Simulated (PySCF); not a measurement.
wavenumber (cm⁻¹), absorption (km/mol per cm⁻¹) and a bar:
```
        0      0.011 
       21      0.015 
       43      0.024 
       64      0.050 
       85      0.127 #
      106      0.212 ##
      128      0.071 
      149      0.042 
      170      0.043 
      191      0.040 
      213      0.053 
      234      0.100 #
      255      0.253 ##
      277      0.187 #
      298      0.260 ##
      319      0.765 ######
      340      1.505 ############
      362      0.437 ###
      383      0.164 #
      404      0.084 #
      425      0.052 
      447      0.035 
      468      0.026 
      489      0.020 
      511      0.017 
      532      0.014 
      553      0.012 
      574      0.011 
      596      0.010 
      617      0.010 
      638      0.009 
      659      0.009 
      681      0.009 
      702      0.010 
      723      0.010 
      745      0.011 
      766      0.012 
      787      0.013 
      808      0.014 
      830      0.016 
      851      0.019 
      872      0.022 
      893      0.027 
      915      0.033 
      936      0.043 
      957      0.058 
      978      0.082 #
     1000      0.126 #
     1021      0.218 ##
     1042      0.457 ###
     1064      1.351 ##########
     1085      3.892 ##############################
     1106      1.350 ##########
     1127      0.457 ###
     1149      0.217 ##
     1170      0.126 #
     1191      0.082 #
     1212      0.057 
     1234      0.042 
     1255      0.033
```

This is the computed harmonic infrared spectrum of triplet MoOBr2, Lorentzian lines of 31 cm⁻¹ full width. All numbers come from PySCF, UPBE0, basis Mo def2-SVP with ECP28, O def2-SVP, Br def2-SVP (scalar-relativistic core potentials, no spin–orbit coupling, density fitting).

Q: Which bands make it up, and how are they assigned?

A: In C2v symmetry, counting bands above 1 % of the strongest: 101 cm⁻¹ (b1, bend, 11 km/mol); 258 cm⁻¹ (a1, stretch, 9.6 km/mol); 336 cm⁻¹ (b2, mixed, 79 km/mol); 1085 cm⁻¹ (a1, stretch, 189 km/mol).

This need not be the most stable arrangement of these atoms. Open d and f shells are described by one determinant, and the ground state may have another occupation or spin.
